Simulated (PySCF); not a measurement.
## Worked example: refractive index and permittivity of the vapour

B(H)(NCO)(OMe) (C2H4BNO2), SMILES B(OC)N=C=O.

Coordinates come from a B3LYP-D3(BJ)/def2-SVP optimisation. This is a generated structure with no PubChem entry under its InChIKey; it may be hypothetical. One conformer was computed; it need not be the lowest.

PySCF with PBE/def2-TZVP gives a mean static polarisability of 55.5 bohr³ and a dipole moment of 3.19 D. Take an ideal gas at 298.15 K and 1 bar, whether or not the substance is that volatile.

Problem. Work out n − 1 in the optical limit and the static ε − 1.

Solution. 
Polarisability volume α' = 55.5 × 0.148185 = 8.22 Å³. Number density N = p/kT = 2.43e-5 Å⁻³.
Dilute limit of Lorentz–Lorenz: n − 1 = 2π N α' = 0.0013.
Orientation term of Debye: μ²/(3kT) = 8.098 Å³ × μ²(D²) = 82.40 Å³.
ε − 1 = 4π N (α' + μ²/3kT) = 0.028. Orientation of the dipole supplies 91 % of the static response; it can't follow optical fields. Vibrational polarisation and dispersion are left out.
